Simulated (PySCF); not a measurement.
This PySCF input asks for the NMR shieldings of `O[Si@H]1C=C[Si@H](CCl)C=C1`, C$_{5}$H$_{9}$ClOSi$_{2}$; the geometry comes from GFN2-xTB.

```python
import basis_set_exchange as bse
import numpy as np
from pyscf import gto, dft
from pyscf.prop import nmr

atoms = """
O     3.405292    0.516343   -0.456842
Si    1.779630    0.563379   -0.592288
C     1.094925   -0.987339   -1.420676
C    -0.125081   -1.468822   -1.190032
Si   -1.310066   -0.688809    0.047633
C    -2.411746    0.565581   -0.901268
Cl   -3.451101    1.432889    0.259453
C    -0.299581    0.249770    1.327086
C     0.919170    0.725799    1.077931
H     3.860237   -0.168765    0.025451
H     1.621800    1.755889   -1.423224
H     1.737242   -1.496697   -2.133319
H    -0.450950   -2.363987   -1.709480
H    -2.184047   -1.690221    0.675830
H    -1.824508    1.320401   -1.419308
H    -3.078921    0.090686   -1.616251
H    -0.739370    0.394779    2.308223
H     1.448315    1.255442    1.864664
"""
names = dict.fromkeys(["O", "Si", "C", "Cl", "H"], "pcSseg-1")
basis = {el: gto.basis.parse(bse.get_basis(n, elements=[el], fmt="nwchem")) for el, n in names.items()}
mol = gto.M(atom=atoms, basis=basis, charge=0, verbose=0)
mf = dft.RKS(mol, xc="PBE0")
mf.grids.level = 2
mf.grids.alignment = dft.numint.BLKSIZE   # the property module wants whole blocks of grid points
mf.conv_tol = 1e-9
mf.kernel()

calc = nmr.RKS(mf)   # GIAO
C = mf.mo_coeff
Co = C[:, mf.mo_occ > 0]
resp = mf.gen_response(singlet=True, hermi=2)
def vind(x):   # induced exchange potential for any number of trial vectors
    d = np.einsum("pi,xij,qj->xpq", C, 2 * x.reshape(-1, C.shape[1], Co.shape[1]), Co, optimize=True)
    return np.einsum("xpq,pi,qj->xij", resp(d - d.transpose(0, 2, 1)), C, Co, optimize=True).ravel()
mo1, _ = nmr.rhf.solve_mo1(calc, with_cphf=vind)
sigma = calc.kernel(mo1)
for i, s in enumerate(sigma):   # ppm
    print("%2d %-2s %9.2f" % (i, mol.atom_pure_symbol(i), np.trace(s) / 3))
```

Task: What are the results?

Result: 
```
 0 O     305.03
 1 Si    393.87
 2 C      23.70
 3 C      32.45
 4 Si    402.07
 5 C     152.31
 6 Cl    932.02
 7 C      30.59
 8 C      25.11
 9 H      30.21
10 H      26.72
11 H      24.13
12 H      24.35
13 H      27.11
14 H      28.99
15 H      28.66
16 H      24.00
17 H      24.08
```

These numbers come from an equivalent density-fitted implementation of the same equations, which agrees with the script to about 0.01 ppm for H and up to a few tenths of a ppm for heavy atoms, so last digits may differ.

Task: Turn these shieldings into chemical shifts. Chemical shifts δ = σref − σ; 17O (336.08 ppm) against H2O; 29Si (349.16 ppm) and 13C (186.93 ppm) and 1H (31.72 ppm) vs TMS; HCl for 35Cl (949.78 ppm), all at this level.

Result: Averaging equivalent atoms: O 0: 31.0; Si 1: -44.7; Si 4: -52.9; C 2/8: 162.5; C 3/7: 155.4; C 5: 34.6; Cl 6: 18; H 11/17: 7.61; H 12/16: 7.54; H 10: 5.00; H 13: 4.61; H 14/15: 2.89; H 9: 1.51 ppm. Experimental scales use liquid or dissolved standards, which lie at an offset from isolated H2O (liquid H2O: subtract about 36 ppm).

Size and cost of the density-fitted run: 219 basis functions, 110 s wall time on 1 thread of an Intel Xeon, shared host; peak memory 1.1 GiB.
